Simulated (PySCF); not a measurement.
Ionisation energy of Mg⁸⁺ by level of theory

Mg⁸⁺ [He] 2s2 (1S) → Mg⁹⁺ [He] 2s1 (2S), as a difference of total energies. Computed with PySCF 2.14 in an uncontracted even-tempered set (17 s from 0.9 bohr⁻², ratio 2.2; 9 p from 1.5 bohr⁻², ratio 2.4; 6 d from 4.5 bohr⁻², ratio 2.4; 5 f from 6.7 bohr⁻², ratio 2.4; 5 g from 10 bohr⁻², ratio 2.4), with the non-relativistic Hamiltonian (point nucleus). Correlated levels: nothing frozen; virtual orbitals above 40 to 60 times the deepest correlated orbital energy dropped. The calculations carry no spin-orbit coupling.

| method | ionisation energy (eV) |
| --- | --- |
| UHF | 323.30 |
| LDA | 324.29 |
| PBE | 325.33 |
| PBE0 | 325.14 |
| r2SCAN | 323.99 |
| r2SCAN0 | 324.16 |
| M06-2X | 325.88 |
| MP2 (all electrons) | 325.78 |
| SCS-MP2 (all electrons) | 326.24 |

**Question.** How much does correlation contribute at MP2 (all electrons)?

**Answer.** 325.78 − (323.30) = 2.48 eV, measured against UHF.

These non-relativistic numbers lack the scalar-relativistic shift.

For comparison: 327.99 eV (semi-empirical (NIST evaluation); NIST Atomic Spectra Database, ionization energies).
